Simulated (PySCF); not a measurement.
Species: C3H5B.
Atom-mapped SMILES: `[BH2:1][C:2]1=[CH:3][CH2:4]1` (hydrogens: H5, H6 on B1; H7 on C3; H8, H9 on C4)

Method used: PBE0-D3(BJ)/def2-SVP geometry optimisation, gas phase (PySCF).

Problem. What internal coordinates does the optimisation give?

Solution. 
| bond | length (Å) |
| --- | --- |
| B1–C2 | 1.508 |
| C2=C3 | 1.309 |
| C3–C4 | 1.467 |
| C2–C4 | 1.551 |
| B1–H5, B1–H6 | 1.209 |
| C3–H7 | 1.088 |
| C4–H8, C4–H9 | 1.101 |

Bonds in one row agree within 0.01 Å and their mean is given. A selection of angles:
| angle | degrees |
| --- | --- |
| C2–B1–H5 | 121.6 |
| C2–B1–H6 | 118.7 |
| H5–B1–H6 | 119.7 |
| B1–C2–C3 | 160.4 |
| B1–C2–C4 | 137.9 |
| C3–C2–C4 | 61.0 |
| C2–C3–C4 | 67.7 |
| C2–C3–H7 | 145.1 |
| C4–C3–H7 | 144.9 |
| C3–C4–H8 | 120.4 |
| C3–C4–H9 | 120.8 |
| C2–C4–C3 | 51.3 |
| C2–C4–H8 | 115.9 |
| C2–C4–H9 | 120.7 |
| H8–C4–H9 | 113.8 |

Dihedral angles: B1–C2–C3–C4 -167° (antiperiplanar); B1–C2–C4–C3 173° (antiperiplanar). The mirror-image conformer, all signs reversed, is as good.

B1 (three-coordinate boron) is planar (angles 121.6°, 119.7° and 118.7°, sum 360.0°, 0.02 Å off the plane of its three neighbours). The 3 C–C bonds span 1.309 Å (C2=C3, drawn double) to 1.551 Å (C2–C4, drawn single), a spread of 0.242 Å. The 3-membered ring C2–C3–C4 has internal angles of 51.3° to 67.7°.

Stationary, but not proved a minimum. The numbers are those of one conformer (H–B1–C2–C3 -72° and 110°).
